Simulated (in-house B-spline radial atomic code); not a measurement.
Yb⁺. Computed with a B-spline radial atomic code. Model: non-relativistic spherical atom: semilocal Troullier-Martins pseudo-atom, one channel per l, against all electrons, high spin, G0W0 and RPA with empty states to l = 8, local potential for every l without a channel, a model core (radius 0 = none) keeps its share of the functional.

Without relativity these are model numbers for so heavy an element.

What the tables leave out is listed at the end.

The pseudopotential gives back the lowest level of each angular momentum of its own functional in the configuration it was made in; a second state of the same l is only approximately right. Exact exchange, RPA and GW see the smooth pseudo-orbitals and miss the exchange with the core, for which the functional's share stands in. The column with an uncorrelated core keeps all orbitals and exact exchange, and so separates missing core correlation from pseudisation. Only the three outermost levels and the lowest empty one were computed. RPA here is direct RPA, with no exchange kernel, and its energies carry an (l + 1/2)⁻⁴ tail. A hybrid on a potential with a model core restores only its own semilocal share of the core's exchange.

Command:
```bash
python run_psgw.py task.json out
```
Settings (lengths in bohr, energies in hartree):
```
Z                      70
electrons              69
configuration          [Xe] 4f14 6s1
generated_in           [Xe] 4f14 6s1
functional             pbe,pbe
core_shells            10
radius_factor          1.15
core_correction        True
ion_configuration      [Xe] 4f14
```

Time taken, with all properties: 96 s on 1 thread of Arm Neoverse N1 (shared host).

Given: made with PBE; model core radius 0.706 bohr; local radius 1.756 bohr; mean-field start PBE.

Valence shells of the generating configuration: 5p, 4f, 6s.

Channel: s 3.4, p 1.466, d 2.189, f 1.855 (radii in bohr).

Computed: largest level miss in the spin-unpolarised generating configuration 0 eV; valence RPA correlation energy all-electron orbitals -1.6951 hartree; valence RPA correlation energy pseudo -2.4379 hartree; all-electron RPA polarisability, core included 54.435 bohr³; pseudo-atom RPA polarisability 54.437 bohr³; ionisation by mean-field all-electron 11.446 eV; ionisation by RPA pseudo minus all 0.452 eV.

```
          level  occupied  mean-field all-electron (eV)  mean-field pseudo minus all (eV)  G0W0 all-electron (eV)  G0W0 uncorrelated core minus all (eV)  G0W0 pseudo minus all (eV)  exchange self-energy all-electron (eV)  exchange self-energy pseudo (eV)
          6s up         1                       -8.8637                            -0.005                 -11.732                                 -0.009                      -0.301                                  -8.229                            -7.864
6s down (empty)         0                       -7.8762                             0.008                 -6.3099                                 -0.008                      -0.359                                 -1.9365                           -1.5822
```

Problem. What is the ionisation by mean-field pseudo minus all?

Solution. 0.004 eV.

Problem. What is the ionisation by RPA all-electron?

Solution. 11.771 eV.

Given: mean-field start PBE0.

Computed: valence RPA correlation energy all-electron orbitals -1.6007 hartree; valence RPA correlation energy pseudo -2.3784 hartree; all-electron RPA polarisability, core included 47.069 bohr³; pseudo-atom RPA polarisability 43.353 bohr³; ionisation by RPA all-electron 11.606 eV; ionisation by RPA pseudo minus all 0.45 eV.

```tsv
level	occupied	mean-field all-electron (eV)	mean-field pseudo minus all (eV)	G0W0 all-electron (eV)	G0W0 uncorrelated core minus all (eV)	G0W0 pseudo minus all (eV)	exchange self-energy all-electron (eV)	exchange self-energy pseudo (eV)
6s up	1	-9.3826	-0.215	-11.659	-0.006	-0.397	-8.0583	-8.0815
6s down (empty)	0	-7.0712	-0.206	-5.9655	-0.004	-0.308	-1.6977	-1.557
```

Problem. What is the ionisation by mean-field pseudo minus all?

Solution. 0.27 eV.

Problem. What is the ionisation by mean-field all-electron?

Solution. 11.254 eV.

Among the listed levels the largest G0W0 shift of the pseudo-atom is -0.40 eV, for 6s up on the PBE0 start, while leaving the core uncorrelated moves that level by -0.01 eV. So pseudisation and the lost core exchange, not the missing core correlation, make the error. Not in the tables (levels of low weight, unsolved or above zero; the highest and the empty levels are kept at any weight): on PBE the G0W0 levels 4f down (pseudo minus all +6.33 eV, weights 0.77 and 0.19), 4f up (pseudo minus all +6.32 eV, weights 0.74 and 0.02); on PBE0 the G0W0 levels 4f up (pseudo minus all +6.44 eV, weights 0.84 and 0.71), 4f down (pseudo minus all +6.42 eV, weights 0.84 and 0.71); no Hartree-Fock pseudo-atom is run with a model core.
